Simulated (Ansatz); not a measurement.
**Which is lower?**

Two relaxed structures of AlH₄TeO (charge +1), closed shell (PBE0-D4/def2-TZVP; forces vanish, vibrations not checked).

A:

Al1  (0.919, -0.621, 0.878)
O2  (0.179, 0.432, -0.426)
Te3  (-1.687, 1.347, -0.463)
H4  (2.351, -1.027, 0.412)
H5  (-0.115, -0.778, 2.032)
H6  (0.692, 0.632, -1.222)
H7  (-2.339, 0.016, -1.211)
(Å)

B:

```tsv
atom	x (Å)	y (Å)	z (Å)
Al1	-0.2101	-0.4323	0.5846
O2	0.2534	-0.6485	-1.2349
Te3	-1.7270	1.4808	0.9722
H4	0.8393	-1.3536	-1.5483
H5	0.5583	-1.5947	1.2825
H6	-0.0346	-0.1036	-1.9808
H7	-1.6875	1.7687	-0.6649
```

Program: Ansatz 0.2.0. Basis: def2-TZVPP. Cores are frozen in the correlated methods. Filled d shells of the heavier atoms are correlated. Core potentials replace the inner electrons of the atoms past krypton. The def2 sets are not built for correlating such inner shells, so the correlated values are less sure here. B3LYP uses VWN-RPA correlation.

Which structure is lower at CCSD(T), and by how much? (To be estimated.)

The calculation gives: B, by 1.625 eV (electronic energy, against the other). By their contacts, A is AlH₄TeO ([AlH2][OH][TeH]), total charge +1 and B is AlH₄TeO ([OH2][AlH][TeH]), total charge +1.

All methods give the same order:

```json
{"method": "PBE-D4", "E(B) − E(A) (eV)": "-1.663"}
{"method": "r2SCAN-D4", "E(B) − E(A) (eV)": "-1.727"}
{"method": "PBE0-D4", "E(B) − E(A) (eV)": "-1.745"}
{"method": "B3LYP-D4", "E(B) − E(A) (eV)": "-1.498"}
{"method": "wB97M-V", "E(B) − E(A) (eV)": "-1.536"}
{"method": "HF", "E(B) − E(A) (eV)": "-1.536"}
{"method": "MP2", "E(B) − E(A) (eV)": "-1.746"}
{"method": "CCSD", "E(B) − E(A) (eV)": "-1.603"}
{"method": "CCSD(T)", "E(B) − E(A) (eV)": "-1.625"}
```

The T1 diagnostic stays at or below 0.012.

Labels in which every atom is bracketed show which atoms are joined, not bond orders.

For scale, one of the runs: CCSD(T)/def2-TZVPP, 179 basis functions, launched by `ansatz run in.yaml --threads 2 --pin off --events-out ev --progress --plain --max-ram 4352MiB`. Time: 19 s of wall clock on 2 CPU threads of an AMD EPYC 9R45; the host was shared. Peak host memory: 1.8 GiB.
